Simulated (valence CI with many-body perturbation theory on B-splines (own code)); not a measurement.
## Which ion has this spectrum?

A relativistic CI+MBPT calculation for an atom or ion with 49 electrons gives these levels (cm⁻¹):

| J | Parity | E | g |
| --- | --- | --- | --- |
| 9/2 | odd | 0.0 | 0.77 |
| 11/2 | odd | 31145 | 0.97 |
| 3/2 | odd | 40130 | 0.67 |
| 13/2 | odd | 54944 | 1.08 |
| 9/2 | odd | 57032 | 1.01 |
| 5/2 | odd | 59607 | 0.87 |
| 3/2 | odd | 69681 | 1.50 |
| 5/2 | odd | 69812 | 0.81 |
| 7/2 | odd | 70689 | 1.04 |
| 15/2 | odd | 73811 | 1.14 |
| 7/2 | odd | 84187 | 1.05 |
| 13/2 | odd | 93597 | 0.96 |
| 9/2 | odd | 94540 | 1.17 |
| 11/2 | odd | 95249 | 1.11 |

The energies are calculated, and their last digits are not significant.

Task: Which is it?
A. Pt29+
B. Re26+
C. Hg31+
D. Au30+

Result: A. Pt29+, ground level (4f5/2^3) J=9/2.
